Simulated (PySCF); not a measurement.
Species: C₇H₁₂NP.
Geometry (PBE0-D3(BJ)/def2-SVP, Å), atoms numbered from 1 in this order:
```xyz
21
C7H12NP angstrom
C     -2.8542   -0.8736   -0.7057
C     -2.4544    0.3031    0.1796
C     -1.1153    0.8829   -0.1736
C      0.0179    0.7311    0.5872
N      1.1255    1.3340    0.0554
C      2.4468    1.2284    0.6494
C      3.1995   -0.0130    0.2024
C      0.8781    1.9523   -1.1273
P     -0.7633    1.8297   -1.6436
H     -3.8358   -1.2791   -0.4144
H     -2.1136   -1.6853   -0.6385
H     -2.9120   -0.5690   -1.7622
H     -2.4435   -0.0141    1.2363
H     -3.2259    1.0884    0.1083
H      0.1125    0.2071    1.5404
H      2.3277    1.2397    1.7437
H      3.0053    2.1386    0.3841
H      3.3324   -0.0176   -0.8896
H      2.6531   -0.9262    0.4811
H      4.1938   -0.0501    0.6720
H      1.7042    2.4626   -1.6250
```

All values: PBE0/pcSseg-1 (PySCF, non-relativistic), on one gas-phase PBE0-D3(BJ)/def2-SVP geometry that isn't relaxed in the solvent. The solvent is an IEF-PCM continuum (Bondi radii, 1.10 Å for H, scaled by 1.2). The model holds no explicit solvent molecules, cavitation or dispersion.

| run | E − E(gas) (kcal/mol) | HOMO (eV) | HOMO–LUMO gap (eV) | dipole (D) |
| --- | --- | --- | --- | --- |
| gas | 0.00 | -6.15 | 6.06 | 3.82 |
| P | -4.01 | -6.30 | 6.08 | 4.89 |
| Q | -2.12 | -6.21 | 6.07 | 4.39 |

Q: The runs were made in chloroform and cyclohexane. Which run belongs to which solvent?

A: P = chloroform, Q = cyclohexane. The dielectric constants are 2.017 (cyclohexane), 4.711 (chloroform), and the energy falls further as ε rises. In this model the ground state sees the solvent through ε alone.

Q: How constant is the ratio of the lowering to (ε − 1)/(2ε + 1)?

A: 
```tsv
solvent	(ε − 1)/(2ε + 1)	E − E(gas) (kcal/mol)	ratio (kcal/mol)	polarisation term (kcal/mol)
cyclohexane	0.202	-2.12	-10.5	-2.32
chloroform	0.356	-4.01	-11.3	-4.73
```

The ratio changes by +7.0 % in size from cyclohexane to chloroform. The polarisation term is half the interaction of the solute with the induced surface charges.
